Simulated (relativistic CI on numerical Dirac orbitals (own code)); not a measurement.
## Hyperfine structure of La⁷⁺, mass number 137

Method of calculation: Dirac-Coulomb-Breit CI, orbitals from a KLI potential per configuration, a model potential for QED, unscaled Slater integrals (own radial code, finite nucleus).

Configuration list (outside the closed core [Kr] 4d10): 5s²5p², 5s²5p4f, 5s5p³, 5s²5p5d, 5p⁴, 5s5p²5d, 5s²4f5d, 5s5p²4f, 5s5p4f², 5s²5p5f, 5p³4f, 5s²4f6s, 5s²5p5g, 5s²4f², 5s4f²5d, 5s4f³, 5s²5d², 5s5d³, 5s4f5d², 5p²4f², 5p4f³, 5p4f²5d, 5p4f²5f. Double excitations out of closed p, d and f shells are left out; levels of such configurations are missing from the list, as are those of other unlisted configurations, and high levels can miss mixing partners.

Nuclear spin I = 7/2, μ = 2.696 μN, Q = 0.21 b (tables of Stone and Pyykkö). The electronic factors are computed for point nuclear moments, without core polarisation or the Bohr-Weisskopf and QED corrections.

| Level | E (cm⁻¹) | A (MHz) | B (MHz) |
| --- | --- | --- | --- |
| 5s²5p² ³P1 | 18299.9 | -815.5 | 545 |
| 5s²5p² ³P2 | 25381.0 | 4776 | 162 |
| 5s²5p² ¹D2 | 49979.9 | 2506 | 886 |
| 5s²5p4f ³G3 | 123363.9 | 2526 | -230 |
| 5s²5p4f ³F2 | 127775.8 | -1294 | -339 |
| 5s5p³ ⁵S°2 | 131412.2 | 13690 | 50.7 |
| 5s²5p4f ³F4 | 148842.3 | 820.1 | 489 |
| 5s²5p4f ³G5 | 152865.5 | 789.3 | 1200 |

Levels with J = 0, under 50 % of one LS term, or S terms without an open s electron are left out. Small factors come from cancelling terms and can be off by tens of per cent or more.

At this charge configurations can still be misplaced by up to about 7 % of their energy. Levels and lines within the n = 5 or 6 shells can be off by up to 10 % or somewhat more, and those that change n by about 2 %, since core polarisation is missing. Levels that differ in their count of f electrons can be misplaced by several ten thousand cm⁻¹, since the correlation energy of f electrons is missing or only estimated; rates across such gaps can be off by orders of magnitude.

Task: Give the hyperfine levels of 5s²5p² ³P2 relative to its centre of gravity.

Result: With K = F(F + 1) − I(I + 1) − J(J + 1), E = AK/2 + B[¾K(K + 1) − I(I + 1)J(J + 1)]/[2I(2I − 1)J(2J − 1)]: F = 3/2: -42890, F = 5/2: -31030, F = 7/2: -14370, F = 9/2: 7108, F = 11/2: 33470 MHz.

LS names give the leading component of a level, which can be under half, so a name can repeat, a term be missing and a line seem to break the LS rules.
